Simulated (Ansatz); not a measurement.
One change: `CBCBr` becomes `OBCBr`.

Ansatz, PBE0-D4/def2-TZVP geometries, multiplicity 1. Each molecule was computed in one conformer, which needn't be the lowest.

Scalar relativity is left out up to krypton.

```tsv
property	`CBCBr`
LUMO energy (B3LYP/def2-TZVPP) / eV	-1.24
HOMO energy (PBE0/def2-TZVPP) / eV	-8.23
LUMO energy (PBE/def2-TZVPP) / eV	-1.98
HOMO–LUMO gap (PBE0/def2-TZVPP) / eV	7.24
HOMO–LUMO gap (PBE/def2-TZVPP) / eV	5.01
LUMO energy (ωB97M-V/def2-TZVPP) / eV	0.94
```

Problem. What does the change do to each property? (An estimate is asked.)

Solution. The calculation gave: 
```tsv
property	`OBCBr`	shift
LUMO energy (B3LYP/def2-TZVPP) / eV	-1.12	0.12
HOMO energy (PBE0/def2-TZVPP) / eV	-7.84	0.39
LUMO energy (PBE/def2-TZVPP) / eV	-1.85	0.13
HOMO–LUMO gap (PBE0/def2-TZVPP) / eV	6.97	-0.27
HOMO–LUMO gap (PBE/def2-TZVPP) / eV	4.70	-0.31
LUMO energy (ωB97M-V/def2-TZVPP) / eV	1.10	0.16
```

With PBE0 the HOMO rises by 0.39 eV and the LUMO rises by 0.12 eV, so the gap narrows by about 0.27 eV. PBE moves the HOMO by 0.43 eV and ωB97M-V by 0.37 eV.

B3LYP here is the variant with VWN-RPA as its local correlation; programs differ in this.

Spin–orbit coupling is left out; it splits and shifts lone-pair levels of the heavy atoms by tenths of an eV.
